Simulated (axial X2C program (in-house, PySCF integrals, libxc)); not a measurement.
## Potential curves of BiB⁺, 2c

All values were computed with an axial X2C code built on PySCF integrals. Two-component (2c) means X2C with spin–orbit coupling and atomic mean-field two-electron Coulomb and Gaunt terms. Basis: Bi dyall-cv3z [12s14p10d6f1g], B dyall-v3z [7s6p2d1f] (cores contracted in-house); Gaussian nuclei, density fitting, unrestricted open shells. Masses: Bi 208.980 u, B 11.009 u.

State: Ω = 1/2 (⟨Sz⟩ = 0.32, ⟨Lz⟩ = 0.18 at PBE0). Energies in kJ/mol from the fragments at the same level (Bi+ + B). Fits are polynomials in 1 − R0/R over 0.85 to 1.23 times the lowest point R0.

```tsv
R (Å)	PBE0	BHandHLYP
2.0666	-97.57	-55.60
2.1202	-113.82	-72.92
2.2177	-132.46	-93.79
2.2908	-139.81	-103.01
2.3639	-143.31	-108.48
2.4370	-144.15	-111.30
2.5223	-142.87	-112.28
2.6076	-140.04	-111.54
2.7173	-135.02	-108.93
2.8513	-127.78	-104.16
3.0462	-116.53	-95.59
```

The state is one determinant whose occupation by symmetry is held fixed; it was picked as the lowest of a PBE0 search that is not exhaustive. De is counted from the lowest determinant-based energies of the atoms at the same level, without counterpoise correction. Density functionals use the spin component along the axis (collinear). The 2c atoms are single determinants rather than J levels; their spin–orbit lowering is only partly caught, and De is too large by that part. This holds for PBE0, BHandHLYP. Without a current term, density functionals place determinants with orbital angular momentum somewhat too high. The lowest spin-free determinant has another configuration (M_S = 3/2, Λ = 0), so the order of states is uncertain and this need not be the ground state.

(1) Fit the PBE0 curve near its minimum: give the equilibrium distance, the harmonic wavenumber and the well depth.

(2) Fit the BHandHLYP curve near its minimum: give the equilibrium distance, the harmonic wavenumber and the well depth.

Answers

(1) At PBE0, 2c: Re = 2.430 Å, ωe ≈ 307 cm⁻¹, De = 1.49 eV to Bi+ + B; Be follows as 0.273 cm⁻¹.

(2) At BHandHLYP, 2c: Re = 2.523 Å, ωe ≈ 250 cm⁻¹, De = 1.16 eV to Bi+ + B; Be follows as 0.253 cm⁻¹.
